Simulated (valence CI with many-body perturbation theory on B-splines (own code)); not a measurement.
Run record, Sc IX

Computed by configuration interaction combined with many-body perturbation theory (CI+MBPT): three valence electrons over a frozen Dirac-Fock core [Ne], radial functions for each j: 11 s, 11 p, 9 d, 7 f, 5 g, 2 h, 1 i, with the one-electron correlation potential Σ1 (screened to all orders), the two-electron term Σ2, the three-electron term Σ3, Breit, model QED; selected single and double excitations, second order for the rest, scaled by the run's own slope (own B-spline code, finite nucleus).

Command, and the settings that its task file holds:

```sh
python run_cv.py task.json out
```

```
atom Sc  Z=21  mass_number=45  rms_radius_fm=3.5459
core [Ne]
valence 3s2 3p1
avg = 1
basis = L
breit = 1
cap = 40000
capref = 1200
cscale = 1
de = 0.0
dress = 0
eps = 2e-08
extrap = 1
h = 0.27
hh = 1
l2 = 3
lcore = 6
maxit = 60
n2 = 5
natural = 1
nlev = 60
nno = [7, 7, 6, 5, 4, 2, 1]
nroot = 26
nsp = [4, 4, 3, 2, 1, 0, 0]
pt2 = 1
qed = 1
rpa = 1
s1 = 1
s2 = 1
s3 = 1
screen = 1
tol = 2e-05
whole = 1
```

Task: Roughly how long does this run take on one core of Intel(R) Xeon(R) Processor @ 2.30GHz, and how much memory?

Result: 110 s on 1 thread of Intel(R) Xeon(R) Processor @ 2.30GHz, on a shared host, peak memory 0.66 GiB.

Log. The first blocks belong to the next ion, which gives the ionisation energy. Fields: 2J, parity (1 odd), roots, reference size, generating configurations, candidates as configurations/state functions, variational space P, stored matrix elements, Davidson steps; e2 is the range of second-order energies in hartree. The first line gives the box (bohr), its intervals, the orbitals and the steps of their self-consistent field. Window is the range of levels sought, series limit the energy at which the first omitted orbital would enter, core excitation an estimate of the first excitation out of the core, left out the lowest levels not solved, and shifts from estimates the range by which levels moved from their first estimate, all in cm⁻¹.

```
rmax 12.7 intervals 64 orbitals 81 references ['3s2 3p', '3s 3p2', '3s2 3d', '3p3', '3s 3p 3d'] scf 6 t 1.2
2J=0 par=0 roots 2 ref 20 generators 7 cand 345/345 P 365/365 nnz 0 it 0
2J=0 par=0 roots 2 ref 20 generators 10 cand 15/15 P 380/380 nnz 0 it 0
   second order: generators 19 cand 2/2 e2 -0.00000 -0.00000
reference levels 668, estimated 177, window 711440 1/cm; series limit 1194717, core excitation 3266566
2J=1 par=1 roots 8 ref 59 generators 24 cand 2858/4277 P 4596/6848 nnz 5e+06 it 5
2J=1 par=1 roots 8 ref 59 generators 45 cand 1609/2485 P 6205/9333 nnz 8.4e+06 it 5
   second order: generators 87 cand 17343/26827 e2 -0.00005 -0.00000
2J=3 par=1 roots 13 ref 91 generators 27 cand 2674/5400 P 3926/7989 nnz 7.8e+06 it 8
2J=3 par=1 roots 13 ref 91 generators 56 cand 2886/6275 P 6812/14264 nnz 2.1e+07 it 8
   second order: generators 97 cand 21214/47221 e2 -0.00006 -0.00000
2J=1 par=0 roots 10 ref 65 generators 20 cand 2771/4287 P 4516/6852 nnz 5.5e+06 it 5
2J=1 par=0 roots 10 ref 65 generators 41 cand 994/1542 P 5510/8394 nnz 7.7e+06 it 9
   second order: generators 86 cand 16392/25301 e2 -0.00002 -0.00000
2J=3 par=0 roots 13 ref 95 generators 18 cand 2548/5409 P 3838/7998 nnz 8.5e+06 it 8
2J=3 par=0 roots 13 ref 95 generators 46 cand 2311/5194 P 6149/13192 nnz 2.1e+07 it 8
   second order: generators 76 cand 17660/41204 e2 -0.00008 -0.00000
2J=5 par=0 roots 12 ref 89 generators 20 cand 2323/5423 P 3535/7999 nnz 8.7e+06 it 8
2J=5 par=0 roots 12 ref 89 generators 40 cand 2714/6959 P 6249/14958 nnz 2.7e+07 it 8
   second order: generators 79 cand 20854/57743 e2 -0.00009 -0.00000
2J=5 par=1 roots 9 ref 82 generators 22 cand 2455/5409 P 3566/7989 nnz 8.6e+06 it 11
2J=5 par=1 roots 9 ref 82 generators 44 cand 2402/5821 P 5968/13810 nnz 2.2e+07 it 10
   second order: generators 94 cand 25535/67045 e2 -0.00007 -0.00001
2J=7 par=1 roots 5 ref 58 generators 17 cand 2427/5929 P 3559/8475 nnz 8.7e+06 it 6
2J=7 par=1 roots 5 ref 58 generators 34 cand 2063/5404 P 5622/13879 nnz 2.1e+07 it 8
   second order: generators 72 cand 24793/71144 e2 -0.00007 -0.00001
2J=9 par=1 roots 2 ref 29 generators 5 cand 1459/3215 P 2613/5714 nnz 4.9e+06 it 4
2J=9 par=1 roots 2 ref 29 generators 12 cand 1200/3174 P 3813/8888 nnz 1.2e+07 it 4
   second order: generators 35 cand 14688/42904 e2 -0.00004 -0.00001
2J=7 par=0 roots 7 ref 54 generators 15 cand 2198/5436 P 3381/7990 nnz 9e+06 it 9
2J=7 par=0 roots 7 ref 54 generators 31 cand 1959/5256 P 5340/13246 nnz 2.3e+07 it 9
   second order: generators 68 cand 19283/58834 e2 -0.00009 -0.00001
2J=9 par=0 roots 4 ref 27 generators 10 cand 2223/5465 P 3484/7981 nnz 9.3e+06 it 6
2J=9 par=0 roots 4 ref 27 generators 27 cand 1203/3019 P 4687/11000 nnz 1.6e+07 it 5
   second order: generators 52 cand 16783/50662 e2 -0.00008 -0.00001
left out: unestimated 1028814, estimated 764367, shifts from estimates -12 to 114
operators 0.9
```

The Davidson iterations converged.

No measured spectrum was set against this ion. As an estimate, levels of excited configurations hold to 0.05 to 0.15 % of their energy, terms of the ground configuration to about 0.5 %.

```yaml
Valence_energy: -24.10308 hartree
Ionisation_energy: "180.75 eV (NIST: 180.03 ± 0.12 eV (measured))"
Reference_configurations_for_the_orbitals: 3s2 3p, 3s 3p2, 3s2 3d, 3p3, 3s 3p 3d
Radial_orbitals: 81
Box_radius: 12.73 bohr
Largest_variational_space: 14958
Lowest_levels: 3s²3p ²P°_1/2 0, 3s²3p ²P°_3/2 5769, 3s3p² ⁴P_1/2 144940, 3s3p² ⁴P_3/2 147090, 3s3p² ⁴P_5/2 150220, 3s3p² ²D_3/2 191620, 3s3p² ²D_5/2 192000, 3s3p² ²S_1/2 240550, 3s3p² ²P_1/2 256060, 3s3p² ²P_3/2 259390, 3s²3d ²D_3/2 313840, 3s²3d ²D_5/2 314200, 3p³ ²D°_3/2 374330, 3p³ ²D°_5/2 374990 cm⁻¹
```

Names give the largest LS component (configuration and term), which can be under half, so a name can repeat, a term be missing and a line seem to break the LS rules; names also repeat where a configuration has a term twice.
